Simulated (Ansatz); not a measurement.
A nudged elastic band was laid between two geometries of C$_{2}$H$_{8}$OSi (12 atoms, charge 0, multiplicity 1).

The calculation used RKS PBE-D4/def2-SVP (Ansatz 0.2.0).

* movable images: 7
* climbing image: yes
* spring: 5.0 eV/Å²
* optimiser: quadratic models (default)
* start path: through a guess of the saddle point
* force threshold: 0.05 eV/Å
* iteration limit: 60
* end points: relaxed

First end point:

```xyz
12
Properties=species:S:1:pos:R:3
Si -0.747 -0.029 0.785
C 0.869 -0.877 1.254
O -1.002 -0.017 -0.882
C -0.187 0.714 -1.773
H 0.858 0.326 -1.814
H -1.921 -0.774 1.349
H -0.738 1.390 1.308
H 1.747 -0.342 0.839
H 0.890 -1.921 0.882
H 0.982 -0.903 2.358
H -0.136 1.798 -1.512
H -0.614 0.633 -2.795
```

Last end point:

```xyz
12
Properties=species:S:1:pos:R:3
Si -1.290 0.537 0.018
C 1.678 -1.122 1.160
O -2.290 1.294 -1.153
C -0.961 1.029 -1.721
H 1.447 -0.621 0.199
H -1.650 -0.867 0.387
H -0.865 1.387 1.172
H 2.749 -0.976 1.397
H 1.459 -2.203 1.073
H 1.063 -0.685 1.970
H -0.381 1.943 -1.961
H -0.959 0.283 -2.541
```

**Question.** What changes between the two ends?

**Answer.** Bonds broken: Si1–C2, C4–H5. Bonds formed: Si1–C4, C2–H5. C2H8OSi becomes CH4 + CH4OSi.

**Question.** What energy profile does the band end with?

**Answer.** The run converged. The highest image is number 4 of 0 to 8, 3.73 eV above the first end and 1.95 eV above the last; the last end lies 1.79 eV above the first. Neighbouring images differ by up to 2.4 eV, so the band resolves the path poorly. A vibrational analysis at the climbing image gives one clearly imaginary mode, 1216i cm⁻¹: a first-order saddle point. The orbitals stay closed-shell, which can raise the energy where a bond breaks towards radicals; this wasn't checked here.

| image | path coordinate (Å) | energy (eV) | Si1–C2 (Å) | C4–H5 (Å) | Si1–C4 (Å) |
| --- | --- | --- | --- | --- | --- |
| 0 | 0.00 | 0.00 | 1.88 | 1.12 | 2.72 |
| 1 | 0.78 | 0.02 | 1.88 | 1.12 | 2.71 |
| 2 | 1.56 | 0.18 | 1.89 | 1.11 | 2.54 |
| 3 | 2.33 | 1.29 | 1.97 | 1.18 | 2.25 |
| 4 | 3.11 | 3.73 | 2.22 | 1.73 | 1.99 |
| 5 | 4.04 | 2.42 | 2.77 | 2.24 | 1.84 |
| 6 | 4.96 | 1.87 | 3.26 | 2.67 | 1.83 |
| 7 | 5.89 | 1.79 | 3.56 | 3.22 | 1.83 |
| 8 | 6.81 | 1.79 | 3.59 | 3.49 | 1.84 |

**Question.** What is the geometry of the highest image?

**Answer.** 
```xyz
12
Properties=species:S:1:pos:R:3:forces:R:3
Si -0.919 0.195 0.406 0.01 0.00 -0.02
C 1.029 -0.797 0.787 0.02 0.00 0.01
O -1.672 0.198 -1.089 0.01 0.00 0.01
C -0.324 0.777 -1.406 -0.01 0.01 0.01
H 0.649 0.058 -0.174 -0.02 -0.01 -0.01
H -1.587 -0.883 1.240 0.00 0.00 0.00
H -0.776 1.445 1.222 0.00 0.00 0.00
H 2.080 -0.550 0.520 0.00 0.00 0.00
H 0.826 -1.851 0.525 0.00 0.00 0.00
H 0.922 -0.632 1.877 0.00 -0.01 0.00
H -0.389 1.849 -1.690 0.00 0.00 0.00
H 0.160 0.190 -2.217 0.00 0.00 0.00
```

Run time: 2.7 min on 2 threads of Arm Neoverse V2 (shared host), peak memory 0.13 GiB.
